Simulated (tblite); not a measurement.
C$_{3}$H$_{7}$NO (SMILES CN(C)C=O), singlet, geometry from GFN2-xTB; GFN1-xTB in tblite.

The tblite input:
```
$ tblite run mol.xyz --method gfn1 --charge 0 --spin 0 --spin-polarized --json tblite.json --no-restart

# file mol.xyz
12

C      1.70621980    -0.15511389     0.36234485
N      0.29519214    -0.13839517     0.08832107
C     -0.40719137    -1.38994871     0.24138838
C     -0.36824107     0.96525549    -0.29228931
O     -1.55053760     1.02463096    -0.53231672
H      2.12507724     0.83840987     0.21427357
H      1.88991505    -0.46601421     1.39467431
H      2.21531935    -0.85647680    -0.30474944
H     -1.45428085    -1.21573989     0.00086600
H      0.00269292    -2.14325488    -0.43519174
H     -0.32356301    -1.75177039     1.26867964
H      0.29807100     1.84540742    -0.36692966
```

What the program printed (banner, timings and long lists left out):

```
xTB calculator
 | screened Coulomb repulsion
 | Coulomb electrostatics
 |  * isotropic Klopman-Ohno-Mataga-Nishimoto electrostatics
 |  * onsite third-order electrostatics
 | DFT-D3(BJ) dispersion correction
 | Interactions (1)
 | [1] spin polarization

halogen bonding energy    0.0000000000000E+00 Eh
repulsion energy          1.9865689918137E-01 Eh
dispersion energy        -3.6073158622693E-03 Eh
interaction energy        0.0000000000000E+00 Eh
number of electrons       3.0000000000000E+01 e
integral cutoff           1.9731147476801E+01 bohr

------------------------------------------------------------
  cycle        total energy    energy error   density error
------------------------------------------------------------
      1     -17.78450485376  -1.7979554E+01   4.2105035E-01
      2     -17.99473519015  -2.1023034E-01   2.3136017E-01
      3     -17.99815343358  -3.4182434E-03   9.1554686E-02
      4     -17.99858078953  -4.2735594E-04   8.6141900E-03
      5     -17.99891370432  -3.3291479E-04   1.8560880E-03
      6     -17.99892770719  -1.4002870E-05   4.9990297E-04
      7     -17.99892822353  -5.1633879E-07   1.3160107E-04
      8     -17.99892825400  -3.0471632E-08   8.4124696E-05
      9     -17.99892829066  -3.6657912E-08   7.0226794E-06
------------------------------------------------------------

electronic energy        -1.8193977873978E+01 Eh
total energy             -1.7998928290659E+01 Eh

Post processing:
 | Mayer-Wiberg bond orders

[Info] JSON dump of results written to 'tblite.json'
```
